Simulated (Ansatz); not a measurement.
Steps of a relaxation of CH₅ISn (`[CH3][SnH2][I]`) with RKS PBE-D4/def2-SVP.

```sh
$ ansatz run in.yaml --threads 4 --pin off --events-out ev --progress --plain --max-ram 10444MiB
```

```yaml
crystal:
  periodic: [false, false, false]
  atoms:
    - {symbol: C, position_ang: [-0.866800, 0.681600, -0.258800]}
    - {symbol: Sn, position_ang: [0.581900, -0.746600, 0.151900]}
    - {symbol: I, position_ang: [2.813200, 0.508800, 1.023300]}
    - {symbol: H, position_ang: [-0.468400, 1.430200, -1.056200]}
    - {symbol: H, position_ang: [-1.833500, 0.215000, -0.648000]}
    - {symbol: H, position_ang: [-1.142700, 1.313900, 0.651200]}
    - {symbol: H, position_ang: [0.024500, -1.833300, 1.392400]}
    - {symbol: H, position_ang: [0.983900, -1.626700, -1.311600]}
basis:
  gaussian: {orbitals: def2-SVP}
hamiltonian: {xc: pbe, dispersion: d4}
relax: {f_tol: 0.03, max_steps: 200}
```

Positions (Å) and forces (eV/Å) along the path, 4 of 4 steps:

```xyz
8
step=1 energy=-15048.5069 eV
C    -0.867    0.682   -0.259   -1.411    2.331   -0.802
Sn    0.582   -0.747    0.152    0.439   -1.232   -0.021
I     2.813    0.509    1.023    0.168    0.083    0.071
H    -0.468    1.430   -1.056   -0.571   -1.040    0.972
H    -1.833    0.215   -0.648    0.887    0.317    0.264
H    -1.143    1.314    0.651    0.314   -0.644   -0.706
H     0.025   -1.833    1.392    0.152    0.056   -0.053
H     0.984   -1.627   -1.312    0.022    0.130    0.274
8
step=2 energy=-15048.6447 eV
C    -0.906    0.750   -0.285   -0.426    0.461   -0.171
Sn    0.542   -0.795    0.136    0.186    0.091    0.139
I     2.803    0.460    1.024    0.016    0.038    0.012
H    -0.536    1.471   -1.063   -0.010   -0.420    0.332
H    -1.845    0.278   -0.665    0.229    0.097    0.103
H    -1.151    1.333    0.637    0.145   -0.267   -0.232
H     0.130   -1.888    1.414   -0.105    0.059   -0.044
H     1.054   -1.666   -1.255   -0.036   -0.059   -0.139
8
step=3 energy=-15048.6648 eV
C    -0.922    0.735   -0.282    0.054    0.074   -0.010
Sn    0.563   -0.786    0.134   -0.026    0.022    0.054
I     2.815    0.495    1.030   -0.079   -0.021   -0.032
H    -0.502    1.418   -1.044   -0.015    0.042   -0.007
H    -1.863    0.295   -0.665    0.048   -0.086    0.021
H    -1.129    1.304    0.644    0.010   -0.006    0.001
H     0.089   -1.858    1.404   -0.001   -0.009    0.006
H     1.040   -1.660   -1.276    0.008   -0.016   -0.033
8
step=4 energy=-15048.6680 eV
C    -0.909    0.742   -0.281   -0.013    0.010   -0.017
Sn    0.561   -0.788    0.135    0.018    0.008   -0.004
I     2.801    0.502    1.027   -0.007   -0.009   -0.003
H    -0.508    1.432   -1.046    0.007   -0.003   -0.003
H    -1.839    0.272   -0.656   -0.001   -0.003    0.006
H    -1.122    1.305    0.646   -0.003   -0.001    0.013
H     0.077   -1.859    1.403    0.000   -0.001   -0.002
H     1.032   -1.663   -1.282    0.000    0.000    0.010
```

Hardware: 4 threads of an Arm Neoverse V1 on a shared host. Wall time 4.2 s, peak host memory 0.14 GiB.
